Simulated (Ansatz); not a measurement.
Coupled-cluster run, `C[S][Ga]([CH3])[F]`.

```yaml
crystal:
  periodic: [false, false, false]
  atoms:
    - {symbol: C, position_ang: [-1.822421, 0.551805, 0.690965]}
    - {symbol: S, position_ang: [-1.207338, 1.418883, -0.788340]}
    - {symbol: Ga, position_ang: [0.726035, 0.437130, -1.057799]}
    - {symbol: C, position_ang: [1.552976, -0.971899, 0.007576]}
    - {symbol: F, position_ang: [1.601006, 1.061869, -2.451257]}
    - {symbol: H, position_ang: [-1.968994, -0.510581, 0.501615]}
    - {symbol: H, position_ang: [-1.158430, 0.687803, 1.543384]}
    - {symbol: H, position_ang: [-2.787604, 0.997206, 0.930372]}
    - {symbol: H, position_ang: [1.692868, -0.635975, 1.036713]}
    - {symbol: H, position_ang: [2.521420, -1.235214, -0.417286]}
    - {symbol: H, position_ang: [0.915881, -1.858027, 0.024759]}
basis:
  gaussian: {orbitals: def2-TZVPP}
correlation: {method: ccsd_t}
output: {orbitals: {seedname: orbitals}}
```

```sh
$ ansatz run in.yaml --threads 4 --pin off --events-out ev --progress --plain --max-ram 10444MiB
```

Log, shortened:

```
Functional definition: HF
  name "HF"
  cite "Fock, Z. Phys. 61, 126 (1930) doi:10.1007/BF01340294"
  parent pbe
  exchange = exact_x
  correlation = 0
1598 factors; integrals over basis functions are off by at most 1.1e-3 eV
mean field evaluation 1: about -68014.3216 eV, gradient 4.2e1 eV
mean field evaluation 2: about -68014.4879 eV, gradient 4.2e1 eV
mean field evaluation 4: about -68018.1841 eV, gradient 4.3e0 eV
mean field evaluation 8: about -68018.2512 eV, gradient 4.1e-1 eV
mean field evaluation 16: about -68018.2522 eV, gradient 1.3e-6 eV
mean field -68018.25220555 eV, -2499.6246641267 hartree, gradient 1.3e-6 eV, S^2 0.000000; 0 other end points of the search recorded, 0 dependent functions left out
17 core orbitals not correlated: weight in the atoms' cores, before any rotation towards them, 1.000 or more for the frozen orbitals, at most 0.000 for the correlated occupied ones
reference -68018.25220555 eV, -2499.6246641267 hartree; 20, 20 occupied and 230, 230 virtual orbitals, 1598 factors
second order -27.39335828 eV of doubles, -0.00000000 eV of singles
cycle   1  -27.45976106 eV  change   -6.6e-2 eV  update   1.2e-1
cycle   2  -28.17313459 eV  change   -7.1e-1 eV  update   3.7e-2
cycle   3  -28.32531150 eV  change   -1.5e-1 eV  update   1.9e-2
cycle   4  -28.31629472 eV  change    9.0e-3 eV  update   4.8e-3
cycle   5  -28.31226242 eV  change    4.0e-3 eV  update   2.2e-3
cycle   6  -28.31288749 eV  change   -6.3e-4 eV  update   6.8e-4
cycle   7  -28.31268607 eV  change    2.0e-4 eV  update   2.5e-4
cycle   8  -28.31258527 eV  change    1.0e-4 eV  update   8.6e-5
cycle   9  -28.31260190 eV  change   -1.7e-5 eV  update   3.6e-5
perturbative correction -1.12245791 eV, -0.0412495673 hartree
Total energy: -68047.68726536 eV, -2500.7063826230 hartree
```

Hardware: 4 threads of an AMD EPYC 9R45 on a shared host. Wall time 80 s, peak host memory 6.8 GiB.

Correlation energy per correlated electron: -0.736 eV. T1 diagnostic: 0.0126.
